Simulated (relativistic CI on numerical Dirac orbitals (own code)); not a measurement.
**Co³⁺ (3d6) in a crystal field**

Calculated by Dirac-Coulomb-Breit CI, KLI orbitals optimised for each configuration, model QED (radiative potential, 1s self-energy scaled to tabulated hydrogen-like ionisation energies), valence Slater integrals scaled by 0.75, one configuration in a parametric crystal field (own radial code).

Field parameters in Wybourne normalisation: D3d B²₀ = −7Dσ, B⁴₀ = −14Dq − 21Dτ, B⁴₃ = −14√(10/7) Dq; D4h B²₀ = −7Ds, B⁴₀ = 21(Dq − Dt), B⁴₄ = 21√(5/14) Dq; Oh B⁴₀ = 21Dq, B⁴₄ = √(5/14) B⁴₀. The field is a parameter set, without covalency.

S and J are read from ⟨S²⟩ = S(S + 1) and ⟨J²⟩ = J(J + 1) of each level; they are not fictitious spins.

Oh, 10Dq = 12500 cm⁻¹, the lowest 16 levels:

```csv
E (cm⁻¹),Degeneracy,Irrep,S,J
0.0,3,T2,2.00,3.79
262,2,E,2.00,3.35
290,3,T1,2.00,3.32
635,1,A1,1.99,2.58
696,3,T1,1.99,2.47
734,3,T2,2.00,2.40
7088,1,A1,0.24,4.58
9475,2,E,1.00,4.28
9529,3,T2,1.01,4.22
10035,3,T1,1.01,3.98
10713,1,A1,0.91,4.01
12932,2,E,1.99,2.94
12935,3,T1,1.99,2.89
12939,3,T2,1.99,2.97
12941,1,A1,1.99,2.84
12944,1,A2,1.99,3.01
```

D3d, 10Dq = 21100, Dσ = 800, Dτ = -330 cm⁻¹, the lowest 10 levels:

| E (cm⁻¹) | Degeneracy | Irrep | S | J |
| --- | --- | --- | --- | --- |
| 0.0 | 1 | A1 | 0.03 | 4.61 |
| 6840 | 1 | A1 | 1.99 | 3.82 |
| 6875 | 2 | E | 1.99 | 3.77 |
| 7038 | 2 | E | 1.96 | 3.41 |
| 7129 | 1 | A2 | 1.94 | 3.20 |
| 7140 | 2 | E | 1.97 | 3.28 |
| 7295 | 1 | A1 | 1.91 | 2.76 |
| 7391 | 1 | A2 | 1.96 | 2.81 |
| 7456 | 2 | E | 1.93 | 2.58 |
| 7484 | 2 | E | 1.93 | 2.49 |

D4h, 10Dq = 19950, Ds = -390, Dt = 770 cm⁻¹, the lowest 10 levels:

| E (cm⁻¹) | Degeneracy | Irrep | S | J |
| --- | --- | --- | --- | --- |
| 0.0 | 1 | A1 | 1.99 | 3.10 |
| 2.1 | 1 | A2 | 1.99 | 3.09 |
| 32.3 | 2 | E | 2.00 | 3.10 |
| 42.7 | 1 | B2 | 2.00 | 3.10 |
| 4469 | 1 | A1 | 0.45 | 4.48 |
| 4797 | 2 | E | 2.00 | 3.51 |
| 4811 | 1 | B1 | 1.96 | 3.39 |
| 4856 | 1 | B2 | 1.97 | 3.27 |
| 4953 | 2 | E | 1.96 | 3.09 |
| 5161 | 1 | A1 | 1.88 | 3.04 |

The free-ion ground term has S = 2. The field overcomes the spin-pairing energy for D3d, 10Dq = 21100, Dσ = 800, Dτ = -330 cm⁻¹, where the ground state has lower spin; these fields are assumed values.

Levels of this model without a field, named by their leading LS term (the scale mimics covalency, so terms lie below those of the real free ion): 5D_4 0, 5D_3 625, 5D_2 1052, 5D_1 1325, 5D_0 1458, 3H_6 19361, 3H_5 19712, 3H_4 19958 cm⁻¹.
